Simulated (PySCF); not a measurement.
Relaxation of quintet HCoO

Method: UPBE0 in PySCF with Co def2-TZVP, O def2-TZVP, H def2-TZVP; no relativity; density-fitted integrals. A (50,194) grid was used.

A hand-made bent start, of Cs symmetry, held to at least that symmetry:

```xyz
3
charge 0 multiplicity 5, angstrom
Co    0.2605    0.0000   -0.2042
O    -1.0501    0.0000    0.7135
H     1.4319    0.0000    0.6160
```

At each step, columns x, y, z (Å) and Fx, Fy, Fz (eV/Å):

```
step 0  E − E(last) = 41.69 kJ/mol
Co   0.261   0.000  -0.204  -0.771   0.000  -1.031
O   -1.050   0.000   0.714  -1.258   0.000   0.279
H    1.432   0.000   0.616   2.030   0.000   0.751
step 1  E − E(last) = 25.54 kJ/mol
Co   0.251   0.000  -0.182  -0.991   0.000   0.098
O   -1.117   0.000   0.702  -0.238   0.000  -0.335
H    1.509   0.000   0.605   1.228   0.000   0.237
step 2  E − E(last) = 11.04 kJ/mol
Co   0.222   0.000  -0.113  -0.405   0.000   0.867
O   -1.229   0.000   0.665   0.406   0.000  -0.539
H    1.650   0.000   0.573  -0.002   0.000  -0.328
step 3  E − E(last) = 8.06 kJ/mol
Co   0.210   0.000  -0.070  -0.081   0.000   0.863
O   -1.272   0.000   0.642   0.438   0.000  -0.465
H    1.704   0.000   0.553  -0.357   0.000  -0.398
step 4  E − E(last) = 5.29 kJ/mol
Co   0.203   0.000  -0.021   0.268   0.000   0.651
O   -1.303   0.000   0.617   0.238   0.000  -0.291
H    1.742   0.000   0.529  -0.506   0.000  -0.361
step 5  E − E(last) = 2.34 kJ/mol
Co   0.202   0.000   0.041   0.520   0.000   0.310
O   -1.326   0.000   0.586  -0.080   0.000  -0.076
H    1.767   0.000   0.498  -0.440   0.000  -0.234
step 6  E − E(last) = 0.52 kJ/mol
Co   0.211   0.000   0.096   0.288   0.000   0.109
O   -1.345   0.000   0.560  -0.087   0.000  -0.013
H    1.776   0.000   0.469  -0.201   0.000  -0.095
step 7  E − E(last) = 0.06 kJ/mol
Co   0.218   0.000   0.131  -0.011   0.000   0.042
O   -1.357   0.000   0.544   0.033   0.000  -0.020
H    1.781   0.000   0.450  -0.022   0.000  -0.022
step 8  E − E(last) = 0.02 kJ/mol
Co   0.220   0.000   0.144  -0.049   0.000   0.020
O   -1.361   0.000   0.538   0.037   0.000  -0.014
H    1.784   0.000   0.444   0.012   0.000  -0.007
step 9  E − E(last) = 0.00 kJ/mol
Co   0.219   0.000   0.154  -0.037   0.000   0.009
O   -1.365   0.000   0.533   0.027   0.000  -0.007
H    1.788   0.000   0.439   0.010   0.000  -0.002
step 10  E − E(last) = 0.00 kJ/mol
Co   0.219   0.000   0.158  -0.007   0.000  -0.001
O   -1.366   0.000   0.531   0.001   0.000   0.001
H    1.789   0.000   0.436   0.005   0.000  -0.001
```

It ends at Cs with Co–H 1.595 Å, Co–O 1.628 Å; H–Co–O 156.7°. No frequency check is given, so it may be a saddle point.

Open d and f shells are described by one determinant, and the ground state may have another occupation or spin.

The relaxation took 9 s on 2 threads of a shared AMD EPYC 9R45 96-Core (Zen 5) host, with 82 basis functions and 11 gradients; the process peaked at 0.85 GiB. Launch command: `OMP_NUM_THREADS=2 python axn.py task.json out`.
